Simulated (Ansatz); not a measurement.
Molecule: CuH, charge 0, multiplicity 1. SMILES: [CuH]
Geometry from a B3LYP-D3(BJ)/def2-TZVP (Ansatz, an electronic-structure program) optimisation:
```xyz
2

Cu     0.0000     0.0000    -0.0494
H      0.0000     0.0000     1.4337
```

**Question.** Give the harmonic wavenumbers at B3LYP-D3(BJ)/def2-TZVP (Ansatz, finite differences of forces, unscaled).

**Answer.** 1861 cm⁻¹. Zero-point energy 2.7 kcal/mol.

**Question.** From these and the geometry, give the ideal-gas thermochemistry at 298.15 K and 1 atm (rigid rotor, harmonic oscillator).

**Answer.** Point group C∞v, rotational symmetry number 1. Rotational constants 231.6, 231.6 GHz. S(trans) 38.41, S(rot) 8.52, S(vib) 0.00, S(elec, spin only) 0.00, S 46.9 cal/(mol K). H(298) - H(0) 2.07 kcal/mol; G - E(el) -9.3 kcal/mol.
